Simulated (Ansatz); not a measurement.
CH₃ClFSSi, SMILES `CS[Si](F)Cl` radical, relaxed with UKS PBE-D4/def2-SVP in the Gaussian-basis code of Ansatz from a rough embedded geometry. The force threshold is 0.03 eV/Å; the program also tests the step.

Total charge 0; spin multiplicity 2.

Start:

```xyz
8

C    -0.550    0.363    1.040
S    -0.234    1.347   -0.367
Si    0.539   -0.067   -1.771
F    -0.406   -1.320   -1.850
Cl    2.403   -0.639   -1.163
H     0.411   -0.146    1.437
H    -1.244   -0.473    0.828
H    -0.919    0.935    1.846
```

Problem. By how much does the energy fall, and how many steps does the optimiser take? (Estimate.)

Solution. Ansatz gave: 32.66 kJ/mol, in 5 steps, 1 of them rejected.

Problem. Which bonds change most? (Estimate.)

Solution. Ansatz gave: C1–S2 from 1.746 to 1.846 Å; Si3–F4 from 1.571 to 1.644 Å; C1–H6 from 1.158 to 1.107 Å; C1–H8 from 1.055 to 1.106 Å.

Problem. Give the relaxed structure. (Estimate.)

Solution. The calculation gave: 
```xyz
8

C    -0.534    0.303    1.051
S    -0.235    1.433   -0.378
Si    0.548   -0.003   -1.773
F    -0.417   -1.333   -1.727
Cl    2.437   -0.701   -1.207
H     0.420   -0.130    1.407
H    -1.244   -0.500    0.779
H    -0.974    0.931    1.848
```
